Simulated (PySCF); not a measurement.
BeFHS, SMILES [F][Be][SH].

Coordinates come from a r2SCAN-D4/def2-TZVP optimisation. Other conformers were not sampled.

Calculation: PySCF with M06-2X/def2-TZVPD.

The molecule is in vacuum.

Computed frontier levels, gap, dipole moment and polarisability:
```json
{
  "highest_occupied_level": "-9.11 eV",
  "lowest_empty_level": "-0.47 eV",
  "orbital_gap": "8.64 eV",
  "dipole_moment": "0.186 e·Å",
  "quadrupole, principal values (traceless, Buckingham form, about the centre of nuclear charge)": "-8.19, 1.13, 7.06 D·Å",
  "mean_static_polarisability": "35.3 bohr³ (5.23 Å³)",
  "polarisability_principal_values": "31.9, 32.5, 41.5 bohr³"
}
```
